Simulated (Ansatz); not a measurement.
Start from `[NH2][Zn][N]([SiH3])[SiH3]` and change one atom or group to get `[SiH3][N]([SiH3])[GeH]`.

Ansatz, PBE0-D4/def2-TZVP geometries, multiplicity 1. Each molecule was computed in one conformer, which needn't be the lowest.

Scalar relativity is left out up to krypton.

```json
{"property": "HOMO energy (PBE/def2-TZVPP) / eV", "`[NH2][Zn][N]([SiH3])[SiH3]`": "-5.88"}
{"property": "LUMO energy (ωB97M-V/def2-TZVPP) / eV", "`[NH2][Zn][N]([SiH3])[SiH3]`": "0.68"}
{"property": "ideal-gas entropy at 298 K and 1 bar (rigid rotor, harmonic PBE0-D4/def2-TZVP) / J/(mol·K)", "`[NH2][Zn][N]([SiH3])[SiH3]`": "426"}
{"property": "size of the dipole moment (ωB97M-V/def2-TZVPP) / D", "`[NH2][Zn][N]([SiH3])[SiH3]`": "1.71"}
{"property": "HOMO–LUMO gap (PBE/def2-TZVPP) / eV", "`[NH2][Zn][N]([SiH3])[SiH3]`": "4.14"}
{"property": "LUMO energy (B3LYP/def2-TZVPP) / eV", "`[NH2][Zn][N]([SiH3])[SiH3]`": "-1.15"}
```

Question: What does the change do to each property? (Best estimate.)

Answer: Computed: 
```
                                                                                  property  `[SiH3][N]([SiH3])[GeH]`  shift
                                                         HOMO energy (PBE/def2-TZVPP) / eV                     -5.85   0.03
                                                     LUMO energy (ωB97M-V/def2-TZVPP) / eV                     -0.44  -1.12
ideal-gas entropy at 298 K and 1 bar (rigid rotor, harmonic PBE0-D4/def2-TZVP) / J/(mol·K)                       364    -62
                                        size of the dipole moment (ωB97M-V/def2-TZVPP) / D                      0.38  -1.33
                                                       HOMO–LUMO gap (PBE/def2-TZVPP) / eV                      2.69  -1.45
                                                       LUMO energy (B3LYP/def2-TZVPP) / eV                     -2.58  -1.43
```

With PBE0 the HOMO rises by 0.30 eV and the LUMO falls by 1.48 eV, so the gap narrows by about 1.78 eV. PBE moves the HOMO by 0.03 eV and ωB97M-V by 0.56 eV. The zero-point energy changes by -46.4 kJ/mol with -6 modes. Dipoles are sizes alone; their direction can turn. Modes under 60 cm⁻¹, often nearly free rotors, make the harmonic entropy too high.

Positive LUMOs are unbound, so they and the gaps depend on the basis.

B3LYP here is the variant with VWN-RPA as its local correlation; programs differ in this.
